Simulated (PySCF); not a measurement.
Computed spin Hamiltonian

Compound: C5H7O4 (doublet state).
SMILES with atom numbers: `[CH3:1][C@H:2]([CH:3][O:4][CH:5]=[O:6])[C:7](=[O:8])[OH:9]` (hydrogens: H10, H11, H12 on C1; H13 on C2; H14 on C3; H15 on C5; H16 on O9)

Cartesian coordinates in Å at the GFN2-xTB level; atoms count from 1:
```
atom  x, y, z in Å
C1    -1.4045   -1.0287   -1.3070
C2    -0.4603    0.0455   -0.7769
C3     0.6104   -0.5023    0.0816
O4     1.8045    0.1170    0.0833
C5     2.7309   -0.2028    0.9978
O6     2.5997   -1.0048    1.8820
C7    -1.1955    0.9915    0.1820
O8    -2.0998    0.6759    0.9040
O9    -0.6481    2.2104    0.1681
H10   -0.8509   -1.7618   -1.8861
H11   -1.8980   -1.5267   -0.4773
H12   -2.1641   -0.5783   -1.9398
H13   -0.0192    0.6463   -1.5755
H14    0.4182   -1.2438    0.8420
H15    3.6345    0.3889    0.8004
H16   -1.0654    2.7828    0.8318
```

The hyperfine couplings belong to this conformer and change with its torsions.

Theory: PySCF, UKS B3LYP, pcH-1 on C H O, non-relativistic, mean-field spin-orbit, GIAO. Geometry: GFN2-xTB, one conformer, isolated molecule. Couplings are sensitive to structure, and on GFN2-xTB geometries they can be far from those on DFT ones. Stability of the SCF solution: not tested.

- g1, g2, g3: 2.00228, 2.00307, 2.00368
- g_iso: 2.00301
- Form of g: rhombic: the two nearest values differ by 44 % of g3 − g1
- ⟨S²⟩: 0.7545 (exact 0.7500)
- HOMO–LUMO gap, α and β orbitals: 5.03, 5.68 eV

Hyperfine couplings atom by atom, in mT; T1 to T3 are the principal values of the dipolar part (MHz turned into mT with g_iso):

| atom | isotope | a_iso | T1 | T2 | T3 | Mulliken spin population |
| --- | --- | --- | --- | --- | --- | --- |
| C1 | 13C | 0.84 | -0.09 | -0.08 | 0.17 | 0.02 |
| C2 | 13C | -0.96 | -0.07 | 0.03 | 0.05 | -0.07 |
| C3 | 13C | 3.71 | -2.77 | -2.69 | 5.45 | 0.89 |
| O4 | 17O | -0.25 | -0.85 | 0.39 | 0.46 | 0.02 |
| C5 | 13C | 0.18 | -0.19 | -0.11 | 0.30 | 0.04 |
| O6 | 17O | -0.13 | -0.66 | 0.31 | 0.35 | 0.06 |
| C7 | 13C | 2.68 | -0.21 | -0.17 | 0.38 | 0.03 |
| O8 | 17O | -0.10 | -0.51 | 0.22 | 0.29 | 0.04 |
| O9 | 17O | -0.17 | -0.10 | 0.03 | 0.07 | 0.00 |
| H10 | 1H | -0.07 | -0.15 | -0.08 | 0.23 | 0.00 |
| H11 | 1H | -0.08 | -0.10 | -0.09 | 0.19 | 0.00 |
| H12 | 1H | 0.12 | -0.07 | -0.06 | 0.13 | 0.00 |
| H13 | 1H | 0.84 | -0.16 | -0.13 | 0.29 | 0.01 |
| H14 | 1H | -2.15 | -1.23 | -0.03 | 1.26 | -0.04 |
| H15 | 1H | -0.29 | -0.15 | -0.08 | 0.24 | -0.01 |
| H16 | 1H | 0.13 | -0.06 | -0.04 | 0.10 | 0.00 |

The largest Mulliken spin populations are on C3 (+0.89) and C2 (-0.07). C3 is the only atom above +0.15. The angles at C3 add up to 358.9°, so it is planar; its axial dipolar tensor and the negative coupling of its proton fit spin in a p orbital normal to that plane.

Axes: g3 points within 12° of the C2–C3 bond.

Under fast tumbling the dipolar parts average out, and these isotropic splittings remain: 1 × 1H (H14, I = 1/2, 2 lines) with 2.15 mT, 1 × 1H (H13, I = 1/2, 2 lines) with 0.84 mT, 1 × 1H (H15, I = 1/2, 2 lines) with 0.29 mT and 1 × 1H (H16, I = 1/2, 2 lines) with 0.13 mT.

The 17O coupling of O4 (-7.0 MHz) shows only in satellite lines or after enrichment, since that isotope makes up about 0.038 % of natural oxygen.

The 13C coupling of C3 (103.9 MHz) shows only in satellite lines or after enrichment, since that isotope makes up about 1.07 % of natural carbon.
